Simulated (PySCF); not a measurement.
## Removing an electron from `COC(=O)CC#C[C@H](C)F`

Compound: C7H9FO2.
Cartesian coordinates in Å at the PBE0-D3(BJ)/def2-SVP level; atoms count from 1:
```
atom  x, y, z in Å
C1     3.458   -1.017   -0.377
O2     2.293   -0.247   -0.136
C3     2.024    0.696   -1.036
O4     2.703    0.919   -2.002
C5     0.787    1.499   -0.675
C6    -0.305    0.754   -0.073
C7    -1.233    0.149    0.416
C8    -2.361   -0.599    0.972
C9    -3.668   -0.288    0.270
F10   -2.501   -0.321    2.319
H11    4.352   -0.377   -0.397
H12    3.524   -1.738    0.446
H13    3.386   -1.542   -1.341
H14    0.463    2.010   -1.594
H15    1.118    2.291    0.020
H16   -2.136   -1.678    0.890
H17   -3.896    0.784    0.359
H18   -4.482   -0.865    0.731
H19   -3.604   -0.547   -0.796
```

Level: PBE0/def2-SVPD (PySCF). Frontier orbitals with their largest atomic shares (Löwdin; up to four atoms above 4 %):

```
orbital  ε (eV)                          main atoms
 HOMO−3   -9.14   O2 43 %, O4 26 %, C1 11 %, C3 7 %
 HOMO−2   -8.78    O4 51 %, C6 12 %, C7 9 %, O2 9 %
 HOMO−1   -8.02    C7 38 %, C6 35 %, C5 7 %, O4 4 %
   HOMO   -7.69                                   ?
   LUMO   -0.16  C3 29 %, O4 22 %, O2 11 %, C5 11 %
 LUMO+1    0.30  C7 15 %, C3 14 %, C6 14 %, C8 10 %
 LUMO+2    0.54   C6 21 %, C7 16 %, C9 11 %, C5 9 %
```

What vertical ionisation energy does ΔSCF give, and how far is −ε(HOMO) from it?

ΔSCF: 9.53 eV (919 kJ/mol; threshold wavelength 130 nm); ⟨S²⟩ of the doublet left behind is 0.755, against 0.75 for a pure doublet. −ε(HOMO) is 7.69 eV, 1.84 eV below it. For the exact functional −ε(HOMO) would equal the first vertical ionisation energy; PBE0 (global hybrid, 25 % exact exchange) falls short of its own ΔSCF value by 19 %.

On which atoms does the HOMO lie?

C6 (alkyne carbon) 29 %, C7 (alkyne carbon) 28 %, O4 (ester carbonyl oxygen) 15 %, C5 (sp3 carbon next to a carbonyl) 6 %, so no atom holds as much as 40 %. The HOMO−1 lies 0.33 eV lower.

With α = 93.3 au, estimate the like-pair dispersion coefficient by London's formula C6 = (3/4)α²I.

I = 0.3502 Eh, so C6 ≈ 2290 au, a rough estimate.

Shift the occupied levels rigidly so that −ε(HOMO) equals the ΔSCF value. What binding energies result?

The shift is +1.84 eV: HOMO 9.53, HOMO−1 9.86, HOMO−2 10.62, HOMO−3 10.98 eV. A rigid shift is only a rough guide to the deeper ionisations.

What kinetic energy would electrons from this vertical process carry with He II light (40.814 eV)?

40.81 − 9.53 = 31.28 eV.

Geometry: PBE0-D3(BJ)/def2-SVP, one conformer, isolated molecule.

The run behind these numbers computed excited states and ΔSCF ions as well. Time: 12 min wall. Hardware: x86-64 server, one thread (shared host).
